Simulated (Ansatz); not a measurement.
closo-1-SB4 (no H on S) (B4H4S). Total charge 0; singlet. Geometry r2SCAN-D4/def2-SVP, basis def2-TZVP, Ansatz.

```xyz
9

B    -0.881    0.177    0.632
B     0.970   -0.025    0.514
B    -0.125   -1.007   -0.246
B    -0.013    0.466   -0.994
S     0.211    1.697    0.415
H    -1.877    0.222    1.296
H     2.028   -0.203    1.047
H    -0.269   -2.159   -0.527
H    -0.046    0.832   -2.135
```

```
run  HOMO (eV)  LUMO (eV)
  A      -7.37      -2.06
  B      -8.26      -1.36
  C     -10.87       0.81
  D      -7.19      -2.26
  E     -10.55       2.15
  F      -7.34      -2.47
```

LC-ωPBE has ω = 0.4 bohr⁻¹.

The runs used HF, LC-ωPBE, LDA (SPW92), PBE, PBE0, r2SCAN. Estimate which is which.

A r2SCAN (0 % exact exchange); B PBE0 (25 % exact exchange); C LC-ωPBE (range-separated); D PBE (0 % exact exchange); E HF (100 % exact exchange); F LDA (SPW92) (0 % exact exchange). Exact exchange lowers occupied and raises empty levels; among semilocal functionals meta-GGAs tend to open the gap a little, and such runs are hard to tell apart. The gap grows from 4.87 eV (LDA (SPW92)) to 12.70 eV (HF).
